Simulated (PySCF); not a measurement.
Molecule: `C#C/C=[C](/[AlH2])C(F)=C(F)F`, C₆H₄AlF₃.

Bonds (- single, = double, # triple, : aromatic): C1#C2, C2-C3, C3=C4, C4-Al5, C4-C6, C6-F7, C6=C8, C8-F9, C8-F10. C1 carries H11; C3 carries H12; Al5 carries H13, H14. Stereochemistry as in C#C/C=[C](/[AlH2])C(F)=C(F)F.

Frames of a GFN2-xTB Langevin trajectory at 600 K; GIAO PBE0/pcSseg-1 shieldings in PySCF 2.14.0 with density-fitted response routines, gas phase, non-relativistic; equivalent atoms averaged within each frame.

Scale: ¹³C (σ = 186.93 ppm) against TMS; ²⁷Al (σ = 489.97 ppm) vs AlH4-; ¹⁹F (σ = 170.95 ppm) vs CFCl3 (reference shieldings calculated alike). The references are static minima.

Q: How do the shifts (ppm) fluctuate along the trajectory?

A: 
```
         time (fs)     C8     C4     C6     C3     C1    C2    Al5      F9     F10      F7
optimised geometry  173.4  154.9  147.3  127.7  103.0  85.7  108.7  -104.6  -154.2  -177.6
               250  181.1  155.2  144.7  122.7  104.1  87.1  110.2   -81.8  -137.1  -180.4
               425  194.9  158.1  154.4  131.1  106.6  92.3  101.7   -72.8  -121.0  -163.6
               625  177.6  162.8  154.2  144.1  104.4  87.9  105.1   -92.7  -139.5  -139.2
               800  183.7  174.6  147.6  138.1  130.6  97.0  125.1   -84.0  -135.1  -168.9
              1000  166.5  197.1  150.6  159.0  112.6  89.7  162.2  -105.8   -85.0  -161.7
    mean of frames  180.8  169.6  150.3  139.0  111.7  90.8  120.9   -87.4  -123.5  -162.8
standard deviation   10.3   17.1    4.2   13.7   11.1   4.0   24.8    12.5    22.7    15.1
```

5 frames give an uncertainty of the mean of about the standard deviation over 2.2 at best, since frames this close in time may not be independent; classical motion lacks zero-point vibration, and the reference would need the same averaging.
